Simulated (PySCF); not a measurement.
# SMILES CN(C(=C=C(C)C)C)C, C8H15N

Geometry:
```json
{"atom": "C1", "x (Å)": "2.599", "y (Å)": "-2.019", "z (Å)": "-0.716"}
{"atom": "C2", "x (Å)": "2.065", "y (Å)": "-0.730", "z (Å)": "-0.148"}
{"atom": "C3", "x (Å)": "3.084", "y (Å)": "0.360", "z (Å)": "0.068"}
{"atom": "C4", "x (Å)": "0.790", "y (Å)": "-0.562", "z (Å)": "0.133"}
{"atom": "C5", "x (Å)": "-0.464", "y (Å)": "-0.317", "z (Å)": "0.484"}
{"atom": "C6", "x (Å)": "-0.949", "y (Å)": "-0.675", "z (Å)": "1.865"}
{"atom": "N7", "x (Å)": "-1.379", "y (Å)": "0.325", "z (Å)": "-0.365"}
{"atom": "C8", "x (Å)": "-0.871", "y (Å)": "0.711", "z (Å)": "-1.654"}
{"atom": "C9", "x (Å)": "-2.735", "y (Å)": "-0.165", "z (Å)": "-0.387"}
{"atom": "H10", "x (Å)": "3.369", "y (Å)": "-2.449", "z (Å)": "-0.052"}
{"atom": "H11", "x (Å)": "1.802", "y (Å)": "-2.762", "z (Å)": "-0.852"}
{"atom": "H12", "x (Å)": "3.085", "y (Å)": "-1.844", "z (Å)": "-1.691"}
{"atom": "H13", "x (Å)": "3.571", "y (Å)": "0.632", "z (Å)": "-0.885"}
{"atom": "H14", "x (Å)": "2.629", "y (Å)": "1.263", "z (Å)": "0.496"}
{"atom": "H15", "x (Å)": "3.885", "y (Å)": "0.018", "z (Å)": "0.745"}
{"atom": "H16", "x (Å)": "-1.452", "y (Å)": "0.188", "z (Å)": "2.331"}
{"atom": "H17", "x (Å)": "-0.101", "y (Å)": "-0.970", "z (Å)": "2.494"}
{"atom": "H18", "x (Å)": "-1.663", "y (Å)": "-1.514", "z (Å)": "1.848"}
{"atom": "H19", "x (Å)": "0.065", "y (Å)": "1.274", "z (Å)": "-1.531"}
{"atom": "H20", "x (Å)": "-0.653", "y (Å)": "-0.156", "z (Å)": "-2.314"}
{"atom": "H21", "x (Å)": "-1.605", "y (Å)": "1.356", "z (Å)": "-2.160"}
{"atom": "H22", "x (Å)": "-3.374", "y (Å)": "0.557", "z (Å)": "-0.919"}
{"atom": "H23", "x (Å)": "-2.839", "y (Å)": "-1.148", "z (Å)": "-0.894"}
{"atom": "H24", "x (Å)": "-3.134", "y (Å)": "-0.265", "z (Å)": "0.631"}
```

Method used: TDDFT CAM-B3LYP/def2-SVPD excited states, vertical, gas phase in PySCF 2.14.0. Geometry: PBE0-D3(BJ)/def2-SVP.

States above about 6.7 eV (minus the energy of the highest occupied orbital) lie near or above the ionisation threshold and depend on the basis.

How strongly do the lowest singlets absorb one photon, and two photons of half the energy?

δ for parallel linear polarisation; σ at the peak of a Lorentzian of half width 0.1 eV, single beam; Ω is circular over linear.
| state | E (eV) | f | photon λ (nm) | δ (au) | σ (GM) | Ω | main |
| --- | --- | --- | --- | --- | --- | --- | --- |
| S1 | 4.92 | 0.004 | 504 | 7.89 | 0.07 | 0.88 | HOMO→LUMO+2 0.39, HOMO→LUMO+4 0.27 |
| S2 | 5.29 | 0.038 | 469 | 60.2 | 0.62 | 0.36 | HOMO→LUMO 0.90 |
| S3 | 6.04 | 0.203 | 410 | 141 | 1.88 | 1.33 | HOMO→LUMO+1 0.34, HOMO→LUMO+2 0.33 |
| S4 | 6.21 | 0.103 | 399 | 342 | 4.84 | 0.45 | HOMO→LUMO+3 0.47, HOMO→LUMO+1 0.31 |
| S5 | 6.28 | 0.052 | 395 | 118 | 1.71 | 0.83 | HOMO→LUMO+4 0.52, HOMO→LUMO+2 0.18 |
| S6 | 6.36 | 0.016 | 390 | 27.2 | 0.40 | 0.73 | HOMO−1→LUMO+3 0.38, HOMO−1→LUMO+6 0.18 |

Among these, the strongest one-photon state is S3, the strongest two-photon state S4, with a dipole change of 1.4 D (relaxed, norm of the difference vector).
